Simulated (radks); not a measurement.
Results of a calculation; reference values are marked as such.
Excited configurations of the fluorine ion F+: one electron is placed in a higher orbital outside [He] 2s2 2p3. The ground configuration is [He] 2s2 2p4. Code: a radial shooting solver on a logarithmic mesh with Libxc functionals. Model: non-relativistic Kohn-Sham, PBE, spin-polarised, spherical densities, point nucleus; open shells are filled with parallel spins first. Excitation = E - E(ground); binding = E(ion) - E, where the ion is the core of charge +2; n* = 2/sqrt(2 binding) in atomic units, and the quantum defect is n - n*.

[
 {"outer orbital": "3s", "excitation (eV)": "21.660", "binding (eV)": "13.294", "n*": "2.023", "quantum defect": "0.977", "eigenvalue (eV)": "-10.320", "<r> (bohr)": "3.205"},
 {"outer orbital": "3p", "excitation (eV)": "24.795", "binding (eV)": "10.160", "n*": "2.314", "quantum defect": "0.686", "eigenvalue (eV)": "-7.644", "<r> (bohr)": "3.719"},
 {"outer orbital": "3d", "excitation (eV)": "28.385", "binding (eV)": "6.570", "n*": "2.878", "quantum defect": "0.122", "eigenvalue (eV)": "-4.634", "<r> (bohr)": "4.783"},
 {"outer orbital": "4p", "excitation (eV)": "29.698", "binding (eV)": "5.257", "n*": "3.218", "quantum defect": "0.782", "eigenvalue (eV)": "-4.127", "<r> (bohr)": "7.681"},
 {"outer orbital": "5s", "excitation (eV)": "31.299", "binding (eV)": "3.655", "n*": "3.859", "quantum defect": "1.141", "eigenvalue (eV)": "-2.967", "<r> (bohr)": "11.72"},
 {"outer orbital": "5p", "excitation (eV)": "31.760", "binding (eV)": "3.195", "n*": "4.127", "quantum defect": "0.873", "eigenvalue (eV)": "-2.575", "<r> (bohr)": "12.99"},
 {"outer orbital": "5d", "excitation (eV)": "32.354", "binding (eV)": "2.601", "n*": "4.575", "quantum defect": "0.425", "eigenvalue (eV)": "-2.066", "<r> (bohr)": "15.10"},
 {"outer orbital": "6s", "excitation (eV)": "32.561", "binding (eV)": "2.394", "n*": "4.768", "quantum defect": "1.232", "eigenvalue (eV)": "-1.968", "<r> (bohr)": "18.03"},
 {"outer orbital": "6p", "excitation (eV)": "32.805", "binding (eV)": "2.149", "n*": "5.032", "quantum defect": "0.968", "eigenvalue (eV)": "-1.761", "<r> (bohr)": "19.68"},
 {"outer orbital": "6f", "excitation (eV)": "33.253", "binding (eV)": "1.702", "n*": "5.655", "quantum defect": "0.345", "eigenvalue (eV)": "-1.368", "<r> (bohr)": "22.50"},
 {"outer orbital": "7p", "excitation (eV)": "33.408", "binding (eV)": "1.547", "n*": "5.931", "quantum defect": "1.069", "eigenvalue (eV)": "-1.283", "<r> (bohr)": "27.74"},
 {"outer orbital": "7f", "excitation (eV)": "33.681", "binding (eV)": "1.273", "n*": "6.538", "quantum defect": "0.462", "eigenvalue (eV)": "-1.042", "<r> (bohr)": "31.42"}
]

The Delta-SCF ionisation energy is 34.955 eV (NIST Atomic Spectra Database: 34.971 eV, measured). Self-interaction in the functional shifts the binding energies and quantum defects, so they are the method's values and not measured ones. Open shells are spherical and high-spin; term and fine-structure splittings are not resolved.
